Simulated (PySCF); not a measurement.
Gas-phase reaction: 2 SnF2 + H2 = SnF4 + SnH2

Energies from PySCF, thermal terms from the rigid-rotor harmonic-oscillator model, ideal gas at 1 bar. † marks an energy on the PBE0/def2-TZVP geometry and frequencies. MP2 freezes the core. All species are closed-shell singlets. Sn: scalar-relativistic def2 core potential, no spin-orbit coupling. SnH2: computed as isolated molecules; such fragments, hydroxides, amides, oligomers or adducts are transient or little studied in the gas. MP2 isn't extrapolated to the basis-set limit; its ΔH°(298 K) is 174.0 kJ in def2-SVP and 222.6 kJ in def2-TZVPP. The harmonic model lacks anharmonicity and excited electronic states, which grow with temperature; levels with a mode under 35 cm⁻¹ are left out.

```tsv
level	ΔE electronic, kJ	ΔH°(298 K), kJ	ΔS°(298 K), J/K	ΔG°(1000 K), kJ
BLYP/def2-TZVP†	279	279	-140	419
MP2/def2-SVP†	174	174	-140	314
MP2/def2-TZVPP†	223	223	-140	363
PBE/def2-TZVP†	246	246	-140	386
PBE0/def2-QZVP†	217	217	-140	357
ωB97X-V/def2-TZVP†	208	208	-140	348
```
ΔH° is lowest at MP2/def2-SVP† and highest at BLYP/def2-TZVP†. No reference value is set beside these.
